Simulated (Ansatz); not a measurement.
Relaxation of AlFH₅NSi (9 atoms, charge 0, multiplicity 1), to a largest force component of 0.02 eV/Å in at most 50 steps.

All numbers below come from RKS r2SCAN-D4/STO-3G in Ansatz 0.2.0.

```xyz
9
Properties=species:S:1:pos:R:3
F -2.321 -0.320 0.811
Si -1.342 0.501 -0.174
N 0.295 0.336 0.387
Al 1.660 -0.735 -0.092
H 0.132 0.018 -0.590
H -1.785 1.882 -0.048
H 0.454 0.921 1.203
H 2.297 -1.717 0.911
H 2.205 -0.716 -1.533
```

Task: Where does it end, and by what steps?

Result: The run converged. Limits of this set-up: minimal basis. After 26 steps the energy has fallen by 8.592 eV; F1 moved furthest, 1.93 Å. Parted: Si2–H5, Al4–H5. Joined: F1–Al4, Si2–Al4.

| step | energy less start (eV) | largest force component (eV/Å) | accepted |
| --- | --- | --- | --- |
| 0 | 0.0000 | 7.273 | yes |
| 1 | -2.0369 | 3.567 | yes |
| 2 | -2.9997 | 2.022 | yes |
| 3 | -3.4016 | 0.658 | yes |
| 4 | -3.6173 | 0.716 | yes |
| 5 | -3.9230 | 1.577 | yes |
| 6 | -4.4513 | 2.094 | yes |
| 7 | -4.9452 | 1.460 | yes |
| 8 | -5.1873 | 1.662 | yes |
| 9 | -5.3007 | 1.223 | yes |
| 10 | -5.4061 | 0.618 | yes |
| 11 | -5.4610 | 0.686 | yes |
| 12 | -5.5187 | 0.639 | yes |
| 13 | -5.7246 | 0.734 | yes |
| 14 | -6.1225 | 1.151 | yes |
| 15 | -6.6987 | 1.824 | yes |
| 16 | -7.4574 | 2.149 | yes |
| 17 | -8.0308 | 1.954 | yes |
| 18 | -8.1656 | 3.209 | yes |
| 19 | -8.4426 | 0.763 | yes |
| 20 | -8.5086 | 0.527 | yes |
| 21 | -8.5571 | 0.308 | yes |
| 22 | -8.5532 | 0.878 | no |
| 23 | -8.5834 | 0.091 | yes |
| 24 | -8.5909 | 0.036 | yes |
| 25 | -8.5912 | 0.223 | yes |
| 26 | -8.5921 | 0.013 | yes |

```xyz
9
Properties=species:S:1:pos:R:3
F -0.911 -1.121 -0.227
Si -1.431 0.620 -0.379
N 0.461 0.897 -0.068
Al 0.819 -0.966 0.099
H 0.939 1.383 -0.861
H -1.652 0.682 1.100
H 0.672 1.490 0.768
H 1.103 -1.342 1.521
H 1.594 -1.474 -1.077
```

Whether the end is a true minimum wasn't checked by a vibrational analysis.

The run took 73 s on 1 thread of Arm Neoverse V2 (shared host), peak memory 0.16 GiB.
